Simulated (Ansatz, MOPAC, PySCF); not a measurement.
Noncovalent pair: NH3 (SMILES N) (first 4 atoms) with H2 (SMILES [H][H]); geometry from B3LYP-D3(BJ)/def2-TZVP, rigid monomers moved along the line of their centres of mass till N1···H5 is 2.35 Å.
(charge 0, multiplicity 1):
| atom | x (Å) | y (Å) | z (Å) |
|---|---|---|---|
| N | 0.0152 | -0.0022 | -0.1380 |
| H | -0.7130 | 0.6181 | -0.4730 |
| H | 0.8979 | 0.3440 | -0.4962 |
| H | -0.1456 | -0.9123 | -0.5542 |
| H | 0.0206 | -0.1443 | 2.2116 |
| H | 0.0209 | -0.1932 | 2.9580 |

Interaction energies are E(AB) − E(A) − E(B) at the monomers' geometry in the complex; basis-set methods are counterpoise corrected. Rows marked so take none.

Rows in 6-31G* carry no dispersion term and start afresh at each structure (6-31G* with six Cartesian d functions). The state that AM1 reach isn't checked.

Codes used: Ansatz (Gaussian basis) for Hartree–Fock, density functionals and correlated methods; MOPAC for AM1 (differences of heats of formation); PySCF for 6-31G* rows, the dispersion terms. 

Task: One of these levels gives -56.4 meV for the interaction energy. Which one is it?
(A) AM1
(B) B3LYP-D3(BJ)/def2-TZVPPD
(C) PBE-D4/def2-TZVPPD
(D) M06-2X/6-31G* (no counterpoise)

Result: D, M06-2X/6-31G* (no counterpoise). The others give 47.1 (AM1), -29.6 (PBE-D4/def2-TZVPPD), -12.4 (B3LYP-D3(BJ)/def2-TZVPPD)

Ansatz is a program for electronic structure.
